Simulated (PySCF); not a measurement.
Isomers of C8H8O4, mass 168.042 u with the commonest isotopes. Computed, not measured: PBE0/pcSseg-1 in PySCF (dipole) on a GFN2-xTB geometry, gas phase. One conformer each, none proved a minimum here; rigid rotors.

Question: Order these by rotational constant B, largest first.
A. `[CH3:1][O:2][C:3]1=[C:4]([CH:5]2[CH2:6][CH2:7]2)[C:8](=[O:9])[O:10][C:11]1=[O:12]` with C1–O2–C3–C4 -179°, C3–C4–C5–C6 144°
B. `[CH2:1]=[C:2]([CH2:3][O:4][CH3:5])[C:6]1=[CH:7][C:8](=[O:9])[O:10][C:11]1=[O:12]` with C1–C2–C3–O4 -120°, C2–C3–O4–C5 179°, C1–C2–C6–C7 174°
C. `[CH2:1]=[CH:2][C@@H:3]1[O:4][C:5](=[O:6])[C:7](=[O:8])[O:9][C@H:10]1[CH:11]=[CH2:12]` with C1–C2–C3–O4 133°, O9–C10–C11–C12 7°, C2–C3–O4–C5 -85°, C3–O4–C5–O6 -175°, O4–C5–C7–O8 149°, C5–C7–O9–C10 4°

Answer: C (992.3 MHz), A (763.2 MHz), B (681.6 MHz).

Question: Order these by radius of gyration √(Σ m r²/M), smallest first.
A. `[CH2:1]=[C:2]([CH2:3][O:4][CH3:5])[C:6]1=[CH:7][C:8](=[O:9])[O:10][C:11]1=[O:12]` with C1–C2–C3–O4 -120°, C2–C3–O4–C5 179°, C1–C2–C6–C7 174°
B. `[CH3:1][O:2][C:3]1=[C:4]([CH:5]2[CH2:6][CH2:7]2)[C:8](=[O:9])[O:10][C:11]1=[O:12]` with C1–O2–C3–C4 -179°, C3–C4–C5–C6 144°
C. `[CH2:1]=[CH:2][C@@H:3]1[O:4][C:5](=[O:6])[C:7](=[O:8])[O:9][C@H:10]1[CH:11]=[CH2:12]` with C1–C2–C3–O4 133°, O9–C10–C11–C12 7°, C2–C3–O4–C5 -85°, C3–O4–C5–O6 -175°, O4–C5–C7–O8 149°, C5–C7–O9–C10 4°

Answer: C (2.128 Å), B (2.394 Å), A (2.548 Å).

Question: Order these by out-of-plane moment Σ m c² = (Ia + Ib − Ic)/2, smallest first.
A. `[CH2:1]=[CH:2][C@@H:3]1[O:4][C:5](=[O:6])[C:7](=[O:8])[O:9][C@H:10]1[CH:11]=[CH2:12]` with C1–C2–C3–O4 133°, O9–C10–C11–C12 7°, C2–C3–O4–C5 -85°, C3–O4–C5–O6 -175°, O4–C5–C7–O8 149°, C5–C7–O9–C10 4°
B. `[CH3:1][O:2][C:3]1=[C:4]([CH:5]2[CH2:6][CH2:7]2)[C:8](=[O:9])[O:10][C:11]1=[O:12]` with C1–O2–C3–C4 -179°, C3–C4–C5–C6 144°
C. `[CH2:1]=[C:2]([CH2:3][O:4][CH3:5])[C:6]1=[CH:7][C:8](=[O:9])[O:10][C:11]1=[O:12]` with C1–C2–C3–O4 -120°, C2–C3–O4–C5 179°, C1–C2–C6–C7 174°

Answer: C (13.81 u·Å²), B (21.23 u·Å²), A (162.95 u·Å²).

```
                         SMILES  point group  Ia (u·Å²)  Ib (u·Å²)  Ic (u·Å²)      κ  μa (D)  μb (D)  μc (D)
C=C[C@@H]1OC(=O)C(=O)O[C@H]1C=C           C1     414.63     509.28     598.02  -0.21    3.38    5.07    0.51
        COC1=C(C2CC2)C(=O)OC1=O            –     322.42     662.19     942.14  -0.56    0.35    4.47    0.01
         C=C(COC)C1=CC(=O)OC1=O           C1     363.75     741.43    1077.55  -0.54    6.01    0.52    1.32
```
